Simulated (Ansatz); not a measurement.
Cost and result for the atomization energy of `C=C[Se][SiH2]O` (11 atoms, 10 bonds).

```xyz
11

C    -0.853   -0.869   -1.298
C    -0.121   -1.646   -0.513
Se    0.696   -1.183    1.147
Si    0.901    1.058    0.843
O    -0.527    1.874    0.814
H    -1.095    0.159   -1.053
H    -1.241   -1.262   -2.231
H     0.082   -2.678   -0.779
H     1.524    1.342   -0.467
H     1.758    1.471    1.985
H    -1.124    1.735    1.552
```

Charge 0, multiplicity 1. Correlated methods include outer-core shells of Se, which these sets cover unevenly. Scalar relativity is left out up to krypton. The structure was optimised at the PBE0-D4/def2-TZVP level. It is one conformer, not always the lowest. Program: Ansatz. All runs use 4 threads of an Arm Neoverse V2 on a shared host. Times are those of one run each, without the atoms' runs, and a repeat can differ threefold. Electronic energies, without spin–orbit coupling; frozen cores. CCSD(T)/CBS adds CCSD(T) − MP2 in def2-TZVPP to the MP2 limit, and its time is that of the two runs behind it. T1 = 0.011. With those shells the extrapolation isn't a true limit. B3LYP takes the VWN-RPA correlation (the form of Gaussian; ORCA's B3LYP/G).

CCSD(T)/CBS is a level of theory with its own doubt, some kJ/mol a heavy atom from the limit and from the frozen cores, so smaller differences don't rank the functionals.

| level | functions | wall time |
| --- | --- | --- |
| PBE-D4/def2-TZVPP (with forces) | 267 | 2.6 s |
| PBE0-D4/def2-TZVPP | 267 | 3.3 s |
| r2SCAN-D4/def2-TZVPP (with forces) | 267 | 5 s |
| B3LYP-D4/def2-TZVPP (with forces) | 267 | 5.5 s |
| B2PLYP/def2-TZVPP | 267 | 6.5 s |
| ωB97X-V/def2-TZVPP | 267 | 8.5 s |
| ωB97M-V/def2-TZVPP (with forces) | 267 | 12 s |
| MP2/def2-QZVPP | 510 | 25 s |
| CCSD(T)/def2-TZVPP | 267 | 4 min |
| CCSD(T)/CBS(def2) | – | 4.4 min |

(1) What atomization energy does each give, and how far from CCSD(T)/CBS? (Estimate.)

Answers

(1) Computed: 
```tsv
level	atomization (kcal/mol)	difference from CCSD(T)/CBS	per bond
PBE-D4/def2-TZVPP (with forces)	986.3	13.4	1.3
PBE0-D4/def2-TZVPP	968.2	-4.7	-0.5
r2SCAN-D4/def2-TZVPP (with forces)	972.4	-0.5	0.0
B3LYP-D4/def2-TZVPP (with forces)	967.8	-5.1	-0.5
B2PLYP/def2-TZVPP	957.6	-15.3	-1.5
ωB97X-V/def2-TZVPP	970.7	-2.2	-0.2
ωB97M-V/def2-TZVPP (with forces)	969.4	-3.5	-0.3
MP2/def2-QZVPP	977.8	4.9	0.5
CCSD(T)/def2-TZVPP	945.2	-27.7	-2.8
CCSD(T)/CBS(def2)	972.9	0.0	0.0
```

In def2-TZVPP, CCSD(T) changes the Hartree–Fock value by +246.8 kcal/mol (the triples alone add +16.1 kcal/mol) and MP2 by +263.1 kcal/mol; breaking electron pairs costs correlation energy, which Hartree–Fock lacks. The D4 term adds +10.9 kcal/mol with B3LYP and +5.7 kcal/mol with PBE0; it sums over pairs of atoms, weighted by their polarisabilities, and B3LYP, whose exchange is more repulsive, gets the larger term. From PBE to PBE0 (25 % exact exchange), in def2-TZVPP and without D4, the atomization energy moves by −17.1 kcal/mol: exact exchange takes away binding that semilocal exchange gives to molecules.
